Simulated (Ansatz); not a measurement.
Ansatz (an electronic-structure program) input (PBE/def2-TZVPD):

Ansatz 0.2 input:
```yaml
crystal:
  periodic: [false, false, false]
  atoms:
    - {symbol: Te, position_ang: [-0.00086602, 0.04357642, -0.00046690]}
    - {symbol: H, position_ang: [-1.16344719, -1.15662377, 0.00586249]}
    - {symbol: H, position_ang: [1.20848046, -1.10935031, 0.01841644]}
basis:
  gaussian:
    orbitals: def2-TZVPD
hamiltonian:
  xc: {name: PBE}
total_charge: 1
magnetization: {spin_polarized: true, initial_magnetization: 1}
output: {forces: true}
```

Output:

```
Functional definition: PBE
integrals: 0.01 GiB planned
551 factors; their error is unknown
mean field: 0.19 GiB planned
mean field evaluation 1: about -7315.5097 eV, gradient 1.2e1 eV
mean field evaluation 2: about -7315.7367 eV, gradient 1.3e1 eV
mean field evaluation 4: about -7316.3253 eV, gradient 8.2e-1 eV
mean field evaluation 8: about -7316.3230 eV, gradient 7.5e-2 eV
mean field -7316.32298668 eV, -268.8699105786 hartree, gradient 5.6e-5 eV, S^2 0.753361; 0 other end points of the search recorded, 0 dependent functions left out
the calculation of the forces begins
reference -7316.32301681 eV, -268.8699116860 hartree; 13, 12 occupied and 64, 65 virtual orbitals, 551 factors
Total energy: -7316.32301681 eV, -268.8699116860 hartree
Atom 0 at    -0.000866     0.043576    -0.000467 Å, force    -0.005965     0.300149    -0.003216 eV/Å
Atom 1 at    -1.163447    -1.156624     0.005862 Å, force    -0.112576    -0.152378     0.000996 eV/Å
Atom 2 at     1.208480    -1.109350     0.018416 Å, force     0.118541    -0.147772     0.002220 eV/Å
Dipole moment:     0.003382    -0.170159     0.001823 e Å
```
